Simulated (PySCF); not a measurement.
How methods differ on the excitation energy of Tc⁺

Tc⁺ [Kr] 4d5 5s1 (7S) → Tc⁺ [Kr] 4d4 5s1 5p1 (high-spin determinant), as a difference of total energies. Computed with PySCF 2.14 in x2c-TZVPPall (8s6p6d2f1g, 79 functions), with the spin-free X2C one-electron Hamiltonian (Gaussian nucleus). Correlated levels: valence: [Kr] frozen. The calculations carry no spin-orbit coupling.

```csv
method,excitation energy (cm⁻¹)
UHF,66052
MP2 (valence),70337
SCS-MP2 (valence),67480
CCSD (valence),70181
CCSD(T) (valence),70255
```

The basis was made for the ground configuration and has no added diffuse functions, so the excitation energy can come out too high.

The determinant of the upper state mixes LS terms, which raises its energy above the lowest term, most at the Hartree-Fock and MP2 levels.
